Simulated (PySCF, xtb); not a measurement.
TaF5, SMILES [F][Ta]([F])([F])([F])[F], multiplicity 1.

Harmonic wavenumbers (cm⁻¹) from GFN2-xTB (xtb) at its own minimum, in rising order: 106, 106, 182, 182, 222, 260, 261, 417, 472, 472, 473, 519.

### Question
What does PBE-D3(BJ)/def2-SVP in PySCF give at its own minimum? (An estimate is asked for; the answer gives what the named calculation found.)

### Answer
96, 96, 193, 193, 232, 270, 270, 651, 671, 704, 704, 712. Paired by order, the mean absolute difference is 97 cm⁻¹ and the zero-point energies are 5.2 and 6.8 kcal/mol.
